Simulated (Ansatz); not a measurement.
The lowest singlet and triplet of C4H4S (SMILES c1ccsc1); geometries from B3LYP-D3(BJ)/def2-TZVP, each state relaxed from the structure named, with no frequency check.
Singlet (charge 0, multiplicity 1):
```xyz
9

C      0.464    -1.207     0.662
C     -0.933    -0.993     0.503
C     -1.214     0.181    -0.135
S      0.220     1.032    -0.547
C      1.212    -0.191     0.141
H      0.892    -2.075     1.142
H     -1.693    -1.679     0.848
H     -2.179     0.589    -0.385
H      2.285    -0.094     0.123
```

A positive gap puts the triplet lower; no zero-point energy. R- takes a restricted singlet. U- takes an unrestricted singlet (broken symmetry where lower, unprojected). The triplet is unrestricted in single-reference levels. Active spaces average the two states.

Cores are frozen in the correlated methods.

The values were computed with Ansatz (a quantum-chemistry and plane-wave program). 

```json
[
 {"level": "U-HF/cc-pV(T+d)Z (spin-contaminated)", "gap E(singlet) − E(triplet), vertical, at the singlet's geometry (kcal/mol)": "-68.01"},
 {"level": "R-PBE/def2-TZVPP", "gap E(singlet) − E(triplet), vertical, at the singlet's geometry (kcal/mol)": "-90.42"},
 {"level": "U-PBE0/def2-TZVPP", "gap E(singlet) − E(triplet), vertical, at the singlet's geometry (kcal/mol)": "-88.06"},
 {"level": "U-BHLYP/def2-TZVPP", "gap E(singlet) − E(triplet), vertical, at the singlet's geometry (kcal/mol)": "…"},
 {"level": "U-wB97M-V/def2-TZVPP", "gap E(singlet) − E(triplet), vertical, at the singlet's geometry (kcal/mol)": "-93.15"},
 {"level": "R-MP2/cc-pV(D+d)Z", "gap E(singlet) − E(triplet), vertical, at the singlet's geometry (kcal/mol)": "…"},
 {"level": "U-CCSD(T)/cc-pV(T+d)Z (spin-contaminated)", "gap E(singlet) − E(triplet), vertical, at the singlet's geometry (kcal/mol)": "-93.35"},
 {"level": "FIC-NEVPT4(SD) on SA-CASSCF(6,5)/cc-pV(D+d)Z", "gap E(singlet) − E(triplet), vertical, at the singlet's geometry (kcal/mol)": "-92.36"},
 {"level": "FIC-MRCISD+Q on SA-CASSCF(6,5)/cc-pV(T+d)Z", "gap E(singlet) − E(triplet), vertical, at the singlet's geometry (kcal/mol)": "-90.58"}
]
```

Problem. Fill in the missing entries.

Solution. 
- U-BHLYP/def2-TZVPP, gap E(singlet) − E(triplet), vertical, at the singlet's geometry (kcal/mol): -85.66
- R-MP2/cc-pV(D+d)Z, gap E(singlet) − E(triplet), vertical, at the singlet's geometry (kcal/mol): -110.98

Doubts at one or more of the structures used: a restricted determinant that unrestricted orbitals would lower (R-MP2/cc-pV(D+d)Z); a spin-contaminated determinant (R-MP2/cc-pV(D+d)Z).
